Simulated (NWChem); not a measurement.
System: Br cation, triplet

Excerpt of the output:

```
             Northwest Computational Chemistry Package (NWChem) 7.3.0
             --------------------------------------------------------

                             Geometry "geometry" -> ""
                             -------------------------

 Output coordinates in angstroms (scale by  1.889725989 to convert to a.u.)

  No.       Tag          Charge          X              Y              Z
 ---- ---------------- ---------- -------------- -------------- --------------
    1 Br                  35.0000     0.00000000     0.00000000     0.00000000

 Effective nuclear repulsion energy (a.u.)       0.0000000000

                                 NWChem DFT Module
                                 -----------------

 Summary of "ao basis" -> "ao basis" (spherical)
 ------------------------------------------------------------------------------
       Tag                 Description            Shells   Functions and Types
 ---------------- ------------------------------  ------  ---------------------
 Br                         def2-svp                12       32   5s4p3d

            General Information
            -------------------
          SCF calculation type: DFT
          Wavefunction type:  spin polarized.
          No. of atoms     :     1
          No. of electrons :    34
           Alpha electrons :    18
            Beta electrons :    16
          Charge           :     1
          Spin multiplicity:     3
          Use of symmetry is: off; symmetry adaption is: off
          Maximum number of iterations: 150
          AO basis - number of functions:    32
                     number of shells:    12
          Convergence on energy requested:  1.00D-06
          Convergence on density requested:  1.00D-05
          Convergence on gradient requested:  5.00D-04

              XC Information
              --------------
                         MN15 Method XC Functional
                     Hartree-Fock (Exact) Exchange  0.440
                          MN15 Exchange Functional  1.000
                        MN15 Correlation Potential  1.000

             Grid Information
             ----------------
          Grid used for XC integration:  coarse
          Radial quadrature: Mura-Knowles
          Angular quadrature: Lebedev.
          Tag              B.-S. Rad. Rad. Pts. Rad. Cut. Ang. Pts.
          ---              ---------- --------- --------- ---------
          Br                  1.15       95           4.0       302
          Grid pruning is: on
          Number of quadrature shells:    95
          Spatial weights used:  Erf1

      Superposition of Atomic Density Guess
      -------------------------------------

 Sum of atomic energies:       -2572.08580852

 Renormalizing density from      35.00 to     34

      Non-variational initial energy
      ------------------------------

 Total energy =   -2526.447724
 1-e energy   =   -3479.292712
 2-e energy   =     952.844988
 HOMO         =      -0.940665
 LUMO         =      -0.940665

     ---------------------------------------------
      Total Density - Mulliken Population Analysis
     ---------------------------------------------

    Atom       Charge   Shell Charges
 -----------   ------   -------------------------------------------------------
    1 Br  35    34.00   2.00  2.00  2.01  1.76  0.23  6.00  6.03  2.48  1.49  8.71  1.27  0.02

     --------------------------------------------
      Spin Density - Mulliken Population Analysis
     --------------------------------------------

    Atom       Charge   Shell Charges
 -----------   ------   -------------------------------------------------------
    1 Br  35     2.00   0.00  0.00  0.00  0.00 -0.00  0.00 -0.01  1.26  0.74 -0.00  0.00 -0.00

   convergence    iter        energy       DeltaE   RMS-Dens  Diis-err
 ---------------- ----- ----------------- --------- --------- ---------
 d= 0,ls=0.0,diis     1  -2573.2656722211 -2.57D+03  3.19D-02  3.18D+00
                                                     2.90D-02  3.26D+00
 d= 0,ls=0.0,diis     2  -2573.4327837740 -1.67D-01  1.38D-02  2.06D+00
                                                     1.20D-02  2.06D+00
 d= 0,ls=0.0,diis     3  -2573.6723524583 -2.40D-01  4.74D-04  1.63D-04
                                                     6.38D-04  1.77D-04
 d= 0,ls=0.0,diis     4  -2573.6724134170 -6.10D-05  1.01D-04  7.13D-06
                                                     4.52D-05  5.07D-06
 d= 0,ls=0.0,diis     5  -2573.6724154411 -2.02D-06  6.57D-06  9.70D-08
                                                     1.50D-05  9.13D-08
 d= 0,ls=0.0,diis     6  -2573.6724154790 -3.80D-08  4.95D-07  1.07D-10
                                                     2.29D-07  1.93D-10

         Total DFT energy =    -2573.672415479047
      One electron energy =    -3565.848587444666
           Coulomb energy =     1083.428059465251
    Exchange-Corr. energy =      -91.251887499633
 Nuclear repulsion energy =        0.000000000000

 Numeric. integr. density =       34.000000034730

                    DFT Final Alpha Molecular Orbital Analysis
                    ------------------------------------------

 Vector   16  Occ=1.000000D+00  E=-7.703945D-01
              MO Center=  2.8D-15, -5.7D-16, -9.8D-16, r^2= 1.2D+00
   Bfn.  Coefficient  Atom+Function         Bfn.  Coefficient  Atom+Function
  ----- ------------  ---------------      ----- ------------  ---------------
    12      0.519887  1 Br px                13      0.421763  1 Br py
    15      0.385739  1 Br px                 9     -0.318583  1 Br px
    16      0.312934  1 Br py                10     -0.258454  1 Br py
     6      0.103183  1 Br px                 7      0.083708  1 Br py
    14      0.040670  1 Br pz                17      0.030176  1 Br pz

 Vector   17  Occ=1.000000D+00  E=-7.703945D-01
              MO Center= -4.7D-15,  6.1D-15, -6.2D-15, r^2= 1.2D+00
   Bfn.  Coefficient  Atom+Function         Bfn.  Coefficient  Atom+Function
  ----- ------------  ---------------      ----- ------------  ---------------
    13      0.481404  1 Br py                12     -0.368061  1 Br px
    16      0.357186  1 Br py                10     -0.295002  1 Br py
    14     -0.287404  1 Br pz                15     -0.273089  1 Br px
     9      0.225545  1 Br px                17     -0.213244  1 Br pz
    11      0.176119  1 Br pz                 7      0.095545  1 Br py

 Vector   18  Occ=1.000000D+00  E=-7.218619D-01
              MO Center= -5.9D-17, -1.6D-15,  3.7D-15, r^2= 1.3D+00
   Bfn.  Coefficient  Atom+Function         Bfn.  Coefficient  Atom+Function
  ----- ------------  ---------------      ----- ------------  ---------------
    14      0.587437  1 Br pz                17      0.464793  1 Br pz
    11     -0.363676  1 Br pz                12     -0.203961  1 Br px
    13      0.194767  1 Br py                15     -0.161379  1 Br px
    16      0.154104  1 Br py                 9      0.126270  1 Br px
    10     -0.120578  1 Br py                 8      0.117794  1 Br pz

 Vector   19  Occ=0.000000D+00  E= 1.058825D-02
              MO Center=  1.2D-14, -2.5D-14, -8.3D-17, r^2= 2.7D+00
   Bfn.  Coefficient  Atom+Function         Bfn.  Coefficient  Atom+Function
  ----- ------------  ---------------      ----- ------------  ---------------
     4      2.053095  1 Br s                  5     -1.956335  1 Br s
     3     -0.596002  1 Br s                  2      0.104025  1 Br s
     1     -0.041648  1 Br s

 Vector   20  Occ=0.000000D+00  E= 1.134708D-01
              MO Center= -4.3D-16,  2.1D-15, -8.4D-16, r^2= 1.2D+00
   Bfn.  Coefficient  Atom+Function         Bfn.  Coefficient  Atom+Function
  ----- ------------  ---------------      ----- ------------  ---------------
    28      0.886817  1 Br d -2              29      0.331867  1 Br d -1
    18     -0.227186  1 Br d -2              31      0.205911  1 Br d  1
    32      0.163026  1 Br d  2              30     -0.157205  1 Br d  0
    19     -0.085018  1 Br d -1              21     -0.052751  1 Br d  1
    22     -0.041764  1 Br d  2              20      0.040273  1 Br d  0

 Vector   21  Occ=0.000000D+00  E= 1.134708D-01
              MO Center= -5.7D-16,  2.2D-15, -9.2D-16, r^2= 1.2D+00
   Bfn.  Coefficient  Atom+Function         Bfn.  Coefficient  Atom+Function
  ----- ------------  ---------------      ----- ------------  ---------------
    32      0.882171  1 Br d  2              31     -0.353433  1 Br d  1
    29      0.242446  1 Br d -1              22     -0.225996  1 Br d  2
    28     -0.164338  1 Br d -2              21      0.090543  1 Br d  1
    19     -0.062110  1 Br d -1              18      0.042100  1 Br d -2
    30      0.036659  1 Br d  0

                     DFT Final Beta Molecular Orbital Analysis
                     -----------------------------------------

 Vector   14  Occ=1.000000D+00  E=-3.101741D+00
              MO Center= -1.6D-16,  1.7D-16,  3.2D-16, r^2= 1.2D-01
   Bfn.  Coefficient  Atom+Function         Bfn.  Coefficient  Atom+Function
  ----- ------------  ---------------      ----- ------------  ---------------
    20      0.609459  1 Br d  0              21      0.414253  1 Br d  1
    19      0.395580  1 Br d -1              25      0.190273  1 Br d  0
    18     -0.137347  1 Br d -2              26      0.129330  1 Br d  1
    24      0.123500  1 Br d -1              23     -0.042880  1 Br d -2

[...]

                         DFT ENERGY GRADIENTS

    atom               coordinates                        gradient
                 x          y          z           x          y          z
   1 Br      0.000000   0.000000   0.000000   -0.000000   0.000000  -0.000000
```

Level: MN15/def2-SVP, spin-unrestricted. The open p shell is one determinant without spherical averaging. No stability test was run on the SCF state.

### Question
Write an input that gives this output.

### Answer
This is not unique; one that fits is the input that was run:
```
start job
memory heap 200 mb stack 900 mb global 1100 mb
charge 1
geometry units angstroms noautoz
  Br     0.000000     0.000000     0.000000
end
basis spherical
  * library def2-svp
end
dft
  odft
  mult 3
  xc mn15
  grid coarse
  iterations 150
  mulliken
end
task dft gradient
```
